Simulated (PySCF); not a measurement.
Q: Write Cartesian coordinates for InChI=1S/C6H13NSi2/c8-5-6-9-7-3-1-2-4-7/h1-4,9H2,8H3 as optimised with PBE0-D3(BJ)/def2-SVP.

A: 
```xyz
22
C6H13NSi2 angstrom
Si     4.6341    0.0101   -0.3022
C      2.9751   -0.3383    0.3945
C      1.8649   -0.5664    0.8611
Si     0.1575   -0.8647    1.5093
N     -1.0873   -0.2431    0.4925
C     -1.4605    1.1546    0.4039
C     -2.8681    1.1145   -0.2063
C     -2.9145   -0.2137   -0.9912
C     -1.5497   -0.8722   -0.7290
H      5.6396    0.0653    0.7987
H      4.6105    1.3210   -1.0150
H      5.0135   -1.0662   -1.2635
H      0.0648   -0.1863    2.8336
H     -0.0221   -2.3401    1.6249
H     -1.4298    1.6370    1.3936
H     -0.7731    1.7208   -0.2587
H     -3.6248    1.1146    0.5917
H     -3.0619    1.9918   -0.8404
H     -3.0857   -0.0637   -2.0672
H     -3.7278   -0.8535   -0.6197
H     -1.6113   -1.9657   -0.6124
H     -0.8628   -0.6718   -1.5773
```

Orientation and origin are arbitrary. Atoms count from 1 in this order. Si4 (SiH2 silicon) is distorted tetrahedral (angles from 107.2° to 113.7°). Si1 (SiH3 silicon) is tetrahedral (angles from 109.3° to 109.8°). The 4 C–C bonds span 1.226 Å (C2≡C3, drawn triple) to 1.544 Å (C7–C8, drawn single), a spread of 0.318 Å. The 5-membered ring N5–C6–C7–C8–C9 has internal angles of 103.6° to 106.5°; it is puckered, 0.17 Å rms from its mean plane, widest ring torsion 41°.

Bonds between heavy atoms (Å): Si1–C2 1.833, C2≡C3 1.226, C3–Si4 1.851, Si4–N5 1.723, N5–C6 1.449, C6–C7 1.535, C7–C8 1.544, C8–C9 1.538, N5–C9 1.450.

The calculation used PBE0-D3(BJ)/def2-SVP geometry optimisation, gas phase in PySCF.

Stationary, but not proved a minimum. The numbers are those of one conformer (C3–Si4–N5–C6 -77°, Si4–N5–C6–C7 -161°, N5–C6–C7–C8 -25°, C6–C7–C8–C9 2°, C7–C8–C9–N5 22°).
